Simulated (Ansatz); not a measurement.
`[SiH3]O[SiH2]O[SiH3]` + H₂ → disiloxane + silanol at 700 K and 1 bar (hydrogenolysis of the Si–O bond).

Gas-phase electronic energies from Ansatz, PBE0-D4/def2-TZVP geometries. CCSD(T)/CBS adds triple-zeta CCSD(T) − MP2 to the extrapolated MP2 energy (def2 sets, frozen cores). This one scheme is used for every species. One conformer a species, not always the lowest.

| species | CCSD(T)/CBS energy (Eh) | H − E (kJ/mol) | S (J/(mol·K)) |
| --- | --- | --- | --- |
| `[SiH3]O[SiH2]O[SiH3]` | -1022.56830 | 305.2 | 575.4 |
| H₂ | -1.17544 | 46.8 | 155.3 |
| `[SiH3]O[SiH3]` | -657.01000 | 210.5 | 430.8 |
| `O[SiH3]` | -366.69042 | 144.6 | 321.6 |

H − E and S are ideal-gas, rigid-rotor, harmonic terms from PBE0-D4/def2-TZVP, for one conformer and one mirror image of each species. The MP2-based limit puts H₂ 0.8 mEh under its directly extrapolated value; such offsets cancel only in part. 1 Eh = 2625.50 kJ/mol, R = 8.31446 J/(mol·K).

Question: By hand: ΔE, ΔH, ΔS and ΔG.

Answer: ΔE = (-657.01000) + (-366.69042) − (-1022.56830) − (-1.17544) = 0.04332 Eh = 113.7 kJ/mol. Δ(H − E) = 210.5 + 144.6 − 305.2 − 46.8 = 3.1, so ΔH = 116.8 kJ/mol. ΔS = 430.8 + 321.6 − 575.4 − 155.3 = 21.7 J/(mol·K). ΔG = 116.8 − 700 × (21.7)/1000 = 101.6 kJ/mol.

Question: By hand: the equilibrium constant, and the temperature at which ΔG would vanish if ΔH and ΔS stayed fixed.

Answer: log₁₀ K = −ΔG/(RT ln 10) = -7.6. ΔG = 0 at ΔH/ΔS = 5382 K, far beyond where these terms or the molecules hold.

ΔH outweighs TΔS. A doubt of 5 kJ/mol in ΔE shifts log₁₀ K by 0.4 here. Other conformers and mirror images would add mixing entropy, several J/(mol·K) or more a flexible species. Modes under 60 cm⁻¹, often nearly free rotors, make the harmonic entropy too high. These are equilibria of isolated gas molecules and say nothing of rates. Largest T1 diagnostic: 0.012 (customary marks: 0.02 for closed shells, 0.045 for open ones).
